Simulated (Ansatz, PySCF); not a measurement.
This triplet is an excited state, 0.45 eV above the relaxed singlet at the level frozen-core CCSD(T)/cc-pVTZ // PBE0-D3(BJ)/def2-TZVP (Ansatz, an electronic-structure program).

```xyz
6

O      2.1871    -0.3613     0.5098
Si     0.7634    -1.1229     0.1778
Al    -1.3090     0.0665    -0.0355
H      2.2115     0.5949     0.5944
H     -1.2768     1.6441     0.1498
H     -2.5763    -0.8213    -0.3582
```

Charge 0, multiplicity 3.

Task: Give the Mulliken and meta-Löwdin atomic charges from PBE0-D3(BJ)/def2-TZVP (PySCF).

Result: 
| atom | Mulliken (e) | meta-Löwdin (e) |
|---|---|---|
| O1 | -0.49 | -0.71 |
| Si2 | 0.13 | 0.41 |
| Al3 | 0.19 | 0.17 |
| H4 | 0.33 | 0.36 |
| H5 | -0.09 | -0.12 |
| H6 | -0.08 | -0.11 |
